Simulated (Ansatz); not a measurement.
Ansatz (a program for electronic structure) input (HF/3-21G): The .json file is the Basis Set Exchange's 3-21G.

Ansatz 0.2 input:
```yaml
crystal:
  periodic: [false, false, false]
  atoms:
    - {symbol: Br, position_ang: [2.16368963, -0.51476318, -0.14285978]}
    - {symbol: Si, position_ang: [0.00002723, -0.00473923, 1.05364231]}
    - {symbol: Br, position_ang: [-1.52820022, -1.61546500, -0.14771527]}
    - {symbol: Br, position_ang: [-0.63550030, 2.13212386, -0.13088188]}
basis:
  gaussian:
    orbitals: 3-21G.json
hamiltonian:
  xc: {name: HF}
total_charge: -1
phonons: {temperatures: {t_min: 298.15, t_max: 298.15, t_step: 100}}
```

Output:

```
Functional definition: HF
integrals: 0.02 GiB planned
810 factors; integrals over basis functions are off by at most 6.0e-5 eV
mean field: 0.36 GiB planned
mean field evaluation 1: about -216812.4425 eV, gradient 1.3e1 eV
mean field evaluation 2: about -216812.4480 eV, gradient 1.3e1 eV
mean field evaluation 4: about -216813.3905 eV, gradient 7.3e-1 eV
mean field evaluation 8: about -216813.3999 eV, gradient 8.3e-5 eV
mean field -216813.39991875 eV, -7967.7454856134 hartree, gradient 9.6e-6 eV, S^2 0.000000; 0 other end points of the search recorded, 0 dependent functions left out
the calculation of the forces begins
reference -216813.39991875 eV, -7967.7454856134 hartree; 60, 60 occupied and 22, 22 virtual orbitals, 810 factors
these checks for a lower state are left out or cut short: stability, starts, cluster_reference, orbital_swaps, neighbouring_geometries, increment
integrals: 0.02 GiB planned
810 factors; integrals over basis functions are off by at most 5.9e-5 eV
mean field: 0.36 GiB planned
mean field evaluation 16: about -216813.3999 eV, gradient 5.5e-5 eV
mean field -216813.39990335 eV, -7967.7454850472 hartree, gradient 1.0e-6 eV, S^2 0.000000; 0 other end points of the search recorded, 0 dependent functions left out
the calculation of the forces begins
reference -216813.39990335 eV, -7967.7454850472 hartree; 60, 60 occupied and 22, 22 virtual orbitals, 810 factors
these checks for a lower state are left out or cut short: stability, starts, cluster_reference, orbital_swaps, neighbouring_geometries, increment
integrals: 0.02 GiB planned
810 factors; integrals over basis functions are off by at most 6.0e-5 eV
mean field: 0.36 GiB planned
mean field -216813.39990243 eV, -7967.7454850134 hartree, gradient 2.7e-6 eV, S^2 0.000000; 0 other end points of the search recorded, 0 dependent functions left out
the calculation of the forces begins
reference -216813.39990243 eV, -7967.7454850134 hartree; 60, 60 occupied and 22, 22 virtual orbitals, 810 factors
these checks for a lower state are left out or cut short: stability, starts, cluster_reference, orbital_swaps, neighbouring_geometries, increment
integrals: 0.02 GiB planned
810 factors; integrals over basis functions are off by at most 6.0e-5 eV
mean field: 0.36 GiB planned
mean field evaluation 32: about -216813.3999 eV, gradient 2.1e-6 eV
mean field -216813.39991463 eV, -7967.7454854619 hartree, gradient 2.1e-6 eV, S^2 0.000000; 0 other end points of the search recorded, 0 dependent functions left out
the calculation of the forces begins
reference -216813.39991463 eV, -7967.7454854619 hartree; 60, 60 occupied and 22, 22 virtual orbitals, 810 factors
these checks for a lower state are left out or cut short: stability, starts, cluster_reference, orbital_swaps, neighbouring_geometries, increment
integrals: 0.02 GiB planned
810 factors; integrals over basis functions are off by at most 6.0e-5 eV
mean field: 0.36 GiB planned
mean field -216813.39991441 eV, -7967.7454854537 hartree, gradient 1.6e-6 eV, S^2 0.000000; 0 other end points of the search recorded, 0 dependent functions left out
the calculation of the forces begins
reference -216813.39991441 eV, -7967.7454854537 hartree; 60, 60 occupied and 22, 22 virtual orbitals, 810 factors
these checks for a lower state are left out or cut short: stability, starts, cluster_reference, orbital_swaps, neighbouring_geometries, increment
integrals: 0.02 GiB planned
810 factors; integrals over basis functions are off by at most 6.0e-5 eV
mean field: 0.36 GiB planned
mean field -216813.39989590 eV, -7967.7454847736 hartree, gradient 9.8e-7 eV, S^2 0.000000; 0 other end points of the search recorded, 0 dependent functions left out
the calculation of the forces begins
reference -216813.39989590 eV, -7967.7454847736 hartree; 60, 60 occupied and 22, 22 virtual orbitals, 810 factors
these checks for a lower state are left out or cut short: stability, starts, cluster_reference, orbital_swaps, neighbouring_geometries, increment
integrals: 0.02 GiB planned
810 factors; integrals over basis functions are off by at most 5.9e-5 eV
mean field: 0.36 GiB planned
mean field -216813.39989596 eV, -7967.7454847759 hartree, gradient 1.0e-6 eV, S^2 0.000000; 0 other end points of the search recorded, 0 dependent functions left out
the calculation of the forces begins
reference -216813.39989596 eV, -7967.7454847759 hartree; 60, 60 occupied and 22, 22 virtual orbitals, 810 factors
these checks for a lower state are left out or cut short: stability, starts, cluster_reference, orbital_swaps, neighbouring_geometries, increment
integrals: 0.02 GiB planned
810 factors; integrals over basis functions are off by at most 6.0e-5 eV
mean field: 0.36 GiB planned
mean field -216813.39989320 eV, -7967.7454846743 hartree, gradient 1.1e-6 eV, S^2 0.000000; 0 other end points of the search recorded, 0 dependent functions left out
the calculation of the forces begins
reference -216813.39989320 eV, -7967.7454846743 hartree; 60, 60 occupied and 22, 22 virtual orbitals, 810 factors
these checks for a lower state are left out or cut short: stability, starts, cluster_reference, orbital_swaps, neighbouring_geometries, increment
integrals: 0.02 GiB planned
810 factors; integrals over basis functions are off by at most 6.0e-5 eV
mean field: 0.36 GiB planned
mean field evaluation 64: about -216813.3999 eV, gradient 1.6e-6 eV
mean field -216813.39989396 eV, -7967.7454847021 hartree, gradient 1.6e-6 eV, S^2 0.000000; 0 other end points of the search recorded, 0 dependent functions left out
the calculation of the forces begins
reference -216813.39989396 eV, -7967.7454847021 hartree; 60, 60 occupied and 22, 22 virtual orbitals, 810 factors
these checks for a lower state are left out or cut short: stability, starts, cluster_reference, orbital_swaps, neighbouring_geometries, increment
integrals: 0.02 GiB planned
810 factors; integrals over basis functions are off by at most 6.0e-5 eV
mean field: 0.36 GiB planned
mean field -216813.39990965 eV, -7967.7454852789 hartree, gradient 2.3e-6 eV, S^2 0.000000; 0 other end points of the search recorded, 0 dependent functions left out
the calculation of the forces begins
reference -216813.39990965 eV, -7967.7454852789 hartree; 60, 60 occupied and 22, 22 virtual orbitals, 810 factors
these checks for a lower state are left out or cut short: stability, starts, cluster_reference, orbital_swaps, neighbouring_geometries, increment
integrals: 0.02 GiB planned
810 factors; integrals over basis functions are off by at most 6.0e-5 eV
mean field: 0.36 GiB planned
mean field -216813.39991025 eV, -7967.7454853010 hartree, gradient 3.0e-6 eV, S^2 0.000000; 0 other end points of the search recorded, 0 dependent functions left out
the calculation of the forces begins
reference -216813.39991025 eV, -7967.7454853010 hartree; 60, 60 occupied and 22, 22 virtual orbitals, 810 factors
these checks for a lower state are left out or cut short: stability, starts, cluster_reference, orbital_swaps, neighbouring_geometries, increment
integrals: 0.02 GiB planned
810 factors; integrals over basis functions are off by at most 6.0e-5 eV
mean field: 0.36 GiB planned
mean field -216813.39990893 eV, -7967.7454852524 hartree, gradient 2.4e-6 eV, S^2 0.000000; 0 other end points of the search recorded, 0 dependent functions left out
the calculation of the forces begins
reference -216813.39990893 eV, -7967.7454852524 hartree; 60, 60 occupied and 22, 22 virtual orbitals, 810 factors
these checks for a lower state are left out or cut short: stability, starts, cluster_reference, orbital_swaps, neighbouring_geometries, increment
integrals: 0.02 GiB planned
810 factors; integrals over basis functions are off by at most 6.0e-5 eV
mean field: 0.36 GiB planned
mean field -216813.39990957 eV, -7967.7454852758 hartree, gradient 7.9e-7 eV, S^2 0.000000; 0 other end points of the search recorded, 0 dependent functions left out
the calculation of the forces begins
reference -216813.39990957 eV, -7967.7454852758 hartree; 60, 60 occupied and 22, 22 virtual orbitals, 810 factors
these checks for a lower state are left out or cut short: stability, starts, cluster_reference, orbital_swaps, neighbouring_geometries, increment
integrals: 0.02 GiB planned
810 factors; integrals over basis functions are off by at most 6.0e-5 eV
mean field: 0.36 GiB planned
mean field -216813.39991256 eV, -7967.7454853858 hartree, gradient 1.8e-6 eV, S^2 0.000000; 0 other end points of the search recorded, 0 dependent functions left out
the calculation of the forces begins
reference -216813.39991256 eV, -7967.7454853858 hartree; 60, 60 occupied and 22, 22 virtual orbitals, 810 factors
these checks for a lower state are left out or cut short: stability, starts, cluster_reference, orbital_swaps, neighbouring_geometries, increment
integrals: 0.02 GiB planned
810 factors; integrals over basis functions are off by at most 6.0e-5 eV
mean field: 0.36 GiB planned
mean field evaluation 96: about -216813.3999 eV, gradient 5.4e-2 eV
mean field -216813.39991289 eV, -7967.7454853979 hartree, gradient 2.6e-6 eV, S^2 0.000000; 0 other end points of the search recorded, 0 dependent functions left out
the calculation of the forces begins
reference -216813.39991289 eV, -7967.7454853979 hartree; 60, 60 occupied and 22, 22 virtual orbitals, 810 factors
Total energy: -216813.39991875 eV, -7967.7454856134 hartree
Atom 0 at     2.163690    -0.514763    -0.142860 Å, force     0.000164    -0.000039    -0.000065 eV/Å
Atom 1 at     0.000027    -0.004739     1.053642 Å, force     0.000000    -0.000001     0.000195 eV/Å
Atom 2 at    -1.528200    -1.615465    -0.147715 Å, force    -0.000116    -0.000122    -0.000066 eV/Å
Atom 3 at    -0.635500     2.132124    -0.130882 Å, force    -0.000048     0.000162    -0.000064 eV/Å
Dipole moment:     0.000008    -0.001345     0.299091 e Å
Vibrations: 82.53 82.53 115.08 296.21 296.21 322.31 cm⁻¹, zero-point energy 0.074072 eV
```

The blocks after the first are displaced geometries, from whose forces the wavenumbers follow.

The dipole moment of an ion depends on the origin.
